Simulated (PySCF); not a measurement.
Compound: C3H14OSi3.
Numbering: `[CH3:1][CH:2]([CH3:3])[O:4][SiH:5]([SiH3:6])[SiH3:7]` (hydrogens: H8, H9, H10 on C1; H11 on C2; H12, H13, H14 on C3; H15 on Si5; H16, H17, H18 on Si6; H19, H20, H21 on Si7)

Computed, not measured: PBE0-D3(BJ)/def2-SVP geometry optimisation, gas phase (PySCF).

Question: What internal coordinates does the optimisation give?

Answer: 
```tsv
bond	length (bohr)	order
C1–C2, C2–C3	2.866	single
C2–O4	2.686	single
O4–Si5	3.163	single
Si5–Si6	4.423	single
Si5–Si7	4.452	single
C1–H8 and 5 like bonds	2.080	single
C2–H11	2.098	single
Si5–H15	2.841	single
Si6–H16 and 5 like bonds	2.828	single
```

Bonds in one row agree within 0.02 bohr and their mean is given. Orders are formal, as drawn. A selection of angles:
```tsv
angle	degrees
C2–C1–H8	111.2
C2–C1–H9	109.9
H8–C1–H9	108.7
H8–C1–H10	108.0
C1–C2–C3	112.9
C1–C2–O4	109.3
C1–C2–H11	108.6
C3–C2–O4	108.0
C3–C2–H11	108.5
O4–C2–H11	109.5
C2–O4–Si5	123.3
O4–Si5–Si6	106.3
O4–Si5–Si7	112.7
O4–Si5–H15	110.4
Si6–Si5–Si7	109.9
Si6–Si5–H15	110.3
Si7–Si5–H15	107.3
Si5–Si6–H16	111.4
Si5–Si6–H17	109.0
H16–Si6–H17	108.9
H19–Si7–H21	108.4
```

Dihedral angles: C1–C2–O4–Si5 101° (anticlinal); C2–O4–Si5–Si6 -176° (antiperiplanar). The mirror-image conformer, all signs reversed, is as good.

Of the pairs four or more bonds apart, Si7···H10 is among the closest relative to their van der Waals radii: 3.06 Å, 93 % of the sum of Bondi's values. Si6 (SiH3 silicon) is tetrahedral (angles from 108.6° to 111.4°). Si5 (oxygen-bound silicon) is tetrahedral (angles from 106.3° to 112.7°). O4 (silyl ether oxygen) is bent (angle 123.3°).

Point group: C1 (no symmetry element, even within 0.4 Å). No frequency check. One conformer, not necessarily the lowest.
